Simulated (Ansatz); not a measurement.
Reaction (formal exchange of groups at a C–C bond): `C[CH2][Cd][F]` + `SC=[Se]` → `CC(S)=[Se]` + `[CH3][Cd][F]`

Program: Ansatz. Geometries: PBE0-D4/def2-TZVP. ΔE: electronic, gas phase. CCSD(T)/CBS is the MP2 limit (def2-TZVPP, def2-QZVPP) plus CCSD(T) − MP2 in def2-TZVPP, frozen cores. Functionals use def2-TZVPP. B3LYP here is the variant with VWN-RPA as its local correlation; programs differ in this. Elements past krypton have def2 core potentials. For Cd, Se outer-core shells are correlated without core-valence functions, which leaves a few kJ/mol of doubt a bond. Scalar relativity is left out up to krypton. Each species was taken in one conformer, which may not be the lowest.

```tsv
level	ΔE (kJ/mol)	difference from CCSD(T)/CBS
r2SCAN-D4	-31.7	1.0
PBE0-D4	-31.4	1.3
B2PLYP	-28.8	3.9
r2SCAN	-31.2	1.5
B3LYP	-26.1	6.6
HF/def2-TZVPP	-30.7	2.0
SCS-MP2/def2-TZVPP	-29.8	2.9
CCSD(T)/def2-TZVPP	-29.6	3.1
MP2/def2-QZVPP	-35.0	-2.3
MP2/CBS(def2)	-36.2	-3.5
CCSD(T)/CBS	-32.7	0
```

Largest T1 diagnostic among the species: 0.017.

The D4 term adds −3.4 kJ/mol with B3LYP and −1.8 kJ/mol with PBE0; it sums over pairs of atoms, weighted by their polarisabilities, and B3LYP, whose exchange is more repulsive, gets the larger term.
